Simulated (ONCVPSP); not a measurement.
**Before and after: ONCV potential for neon (Ne)**

```
Element                 : neon (Ne)
Generator               : ONCVPSP 4.0.1
Type                    : optimised norm-conserving Vanderbilt (ONCV)
Functional              : PBE
Relativity              : non-relativistic
Frozen core             : [He]
Valence charge          : 8
Reference configuration : 2s2 2p5.5 (charge +0.5)
Partial waves           : 2s: rc 0.50 bohr, ncon 3, nbas 8, qcut 10.9 1/bohr, local; 2p: rc 1.30 bohr, ncon 4, nbas 8, qcut 13.2 1/bohr, 2 projectors, debl 2.9 Ha; d scattering state at 0.06 Ha: rc 1.25 bohr, ncon 4, nbas 7, qcut 6.5 1/bohr, 1 projector
Local potential         : the s channel
Core correction         : Teter function, fcfact 5.5, rcfact 1.35
```

Change: s: ncon 4, nbas 9.

Cutoffs: the cutoffs (Ha) at which the residual kinetic energy of the hardest occupied pseudo-wave falls to 1 and 0.1 mHa per electron; they do not see the model core or the augmentation charge, which bear on the density cutoff. Errors are all-electron minus pseudo energies relative to the spin-unpolarised reference configuration.

Problem. How do hardness, ghosts and transferability respond?

Solution. The potential gets harder (102 Ha and 353 Ha → 107 Ha and 441 Ha); the errors of the 4 common tests hardly move; neither file shows a bound ghost.

```tsv
quantity	base	changed
cutoff, loose	102 Ha	107 Ha
cutoff, tight	353 Ha	441 Ha
loose cutoff by channel	s 102 Ha, p 52 Ha	s 107 Ha, p 52 Ha
bound ghosts	none	none
GHOST(+) flags under 300 eV	none	none
error for 2s2 2p6, meV [ΔE -8.88 eV]	+4.1	+4.1
error for 2s2 2p5, meV [ΔE 13.62 eV]	+8.4	+8.4
error for 2s2 2p4, meV [ΔE 56.90 eV]	+133	+133
error for 2s2 2p3, meV [ΔE 124.33 eV]	+582	+582
s: phases at 0.51 bohr within 0.05 rad from the reference energy up to (Ha; the scan ends near 5)	to the end of the scan	to the end of the scan
p: phases at 1.32 bohr within 0.05 rad from the reference energy up to (Ha; the scan ends near 5)	to the end of the scan	to the end of the scan
d: phases at 1.27 bohr within 0.05 rad from the reference energy up to (Ha; the scan ends near 5)	to the end of the scan	to the end of the scan
rms error of d²Exc/dni dnj with the model core, mHa	2.04	2.04
```
